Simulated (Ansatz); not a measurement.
Stepwise reaction of `NB(F)F` with ammonia, as a gas-phase model of exchange steps in deposition or etching. ΔE in kJ/mol.

Computed with Ansatz on PBE0-D4/def2-TZVP structures; ΔE is electronic, products minus reactants. CCSD(T)/CBS is the MP2 limit (def2-TZVPP, def2-QZVPP) plus CCSD(T) − MP2 in def2-TZVPP, frozen cores. This one scheme is used for every species. DFT in def2-TZVPP. B3LYP here is the variant with VWN-RPA as its local correlation; programs differ in this. One conformer a species, not always the lowest.

| step | reaction | PBE-D4 | B3LYP-D4 | ωB97M-V | CCSD(T)/CBS |
| --- | --- | --- | --- | --- | --- |
| 1 | `NB(F)F` + NH₃ → `NB(N)F` + H–F | 51.6 | 55.1 | 54.8 | 50.3 |

Task: Give the row of step 2, `NB(N)F` + NH₃ → `NB(N)N` + H–F. (An estimate is asked.)

Result: Ansatz gave: 
```json
{"step": "2", "reaction": "`NB(N)F` + NH₃ → `NB(N)N` + H–F", "PBE-D4": "68.4", "B3LYP-D4": "72.6", "ωB97M-V": "71.7", "CCSD(T)/CBS": "65.1"}
```

Task: By hand: ΔE of the 2 steps together at CCSD(T)/CBS.

Result: (50.3) + (65.1) = 115.4 kJ/mol, or 57.7 kJ/mol a step.

In ΔE each step is higher than the one before. All are uphill at CCSD(T)/CBS. PBE-D4 differs from CCSD(T)/CBS by 1.3 to 3.3 kJ/mol a step. Isolated molecules leave out the surface, adducts and barriers. Largest T1 diagnostic: 0.011.
